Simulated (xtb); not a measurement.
C5H15OSi2, doublet, at a GFN2-xTB geometry. Base run: GFN2-xTB (xtb 6.7.1).

xtb was given this input:
```
$ xtb mol.xyz --gfn 2 --uhf 1 --json

# file mol.xyz
23

C      2.23591472     1.87430437     0.24724250
Si     1.86051365     0.10193727    -0.35061641
C      2.37046986    -1.20345024     0.94391061
O      0.25111153    -0.01641741    -0.60627064
Si    -1.31223883    -0.15232204    -0.15867484
C     -2.33626438     0.58233246    -1.58117978
C     -1.69231924    -1.99934393     0.09955328
C     -1.59480466     0.81681199     1.45819597
H      1.90405235     2.61598159    -0.47240063
H      3.29840457     2.02013633     0.41278727
H      1.71878788     2.06931712     1.18574679
H      3.43721050    -1.17562147     1.14072650
H      2.11605247    -2.20710082     0.61792915
H      1.85030226    -1.01961845     1.88334339
H     -2.14377675     0.06018739    -2.51300186
H     -2.09978148     1.62995801    -1.73930358
H     -3.39951162     0.51111296    -1.37598552
H     -1.11139739    -2.41349470     0.91836361
H     -2.74126322    -2.16090455     0.32637021
H     -1.45551062    -2.57359087    -0.79097342
H     -2.63409598     0.77917427     1.76930579
H     -0.99602882     0.41451355     2.27064515
H     -1.32616142     1.86274778     1.34035427
```

Variants of this job, named by their change:

```
change          ΔE vs base (mEh)  dipole (D)  SCF cycles
--------------  ----------------  ----------  ----------
base                       0.000        1.16          13
etemp = 1000               0.000        1.16          13
alpb = benzene           -11.423        1.14          13
etemp = 10000            -33.741        1.92          14
file = coord               0.000        1.16          13
acc = 0.0001               0.000        1.16          23
```

ALPB and GBSA are two models with their own fitted parameters for each solvent, which aren't always the measured dielectric constant.
